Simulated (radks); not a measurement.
Task: Excited configurations of Xe III: one electron is placed in a higher orbital outside [Kr] 4d10 5s2 5p3. The ground configuration is [Kr] 4d10 5s2 5p4. Calculated with a radial shooting solver on a logarithmic mesh with Libxc functionals: Dirac Kohn-Sham, PBE, spin-unpolarised, spherical densities, finite nucleus; open shells fill j = l - 1/2 first; Fermi nuclear charge, rms radius 4.7859 fm. Excitation = E - E(ground); binding = E(ion) - E, where the ion is the core of charge +3; n* = 3/sqrt(2 binding) in atomic units, and the quantum defect is n - n*.

| outer orbital | excitation (eV) | binding (eV) | n* | quantum defect | eigenvalue (eV) | <r> (bohr) |
|---|---|---|---|---|---|---|
| 5d3/2 | 14.616 | 16.471 | 2.727 | 2.273 | -12.854 | 3.011 |
| 5f5/2 | 24.003 | 7.084 | 4.158 | 0.842 | -5.684 | 6.651 |
| 6p1/2 | 18.306 | 12.782 | 3.095 | 2.905 | -10.704 | 4.703 |
| 6f5/2 | 26.274 | 4.813 | 5.044 | 0.956 | -3.992 | 10.97 |
| 7s1/2 | 22.442 | 8.646 | 3.763 | 3.237 | -7.424 | 7.339 |
| 7f5/2 | 27.635 | 3.452 | 5.956 | 1.044 | -2.935 | 16.26 |

Estimate the row for 4f5/2.

Result: excitation (eV) 20.375; binding (eV) 10.713; n* 3.381; quantum defect 0.619; eigenvalue (eV) -6.989; <r> (bohr) 3.045. The Delta-SCF ionisation energy is 31.087 eV (NIST Atomic Spectra Database: 31.05 eV, semi-empirical). Self-interaction in the functional shifts the binding energies and quantum defects, so they are the method's values and not measured ones. Spin polarisation and multiplet splitting are left out, so open shells lie too high by an amount that depends on their filling.

Beside tabulated values, note that spin-unpolarised runs miss the spin-polarisation part of the exchange energy of open shells.
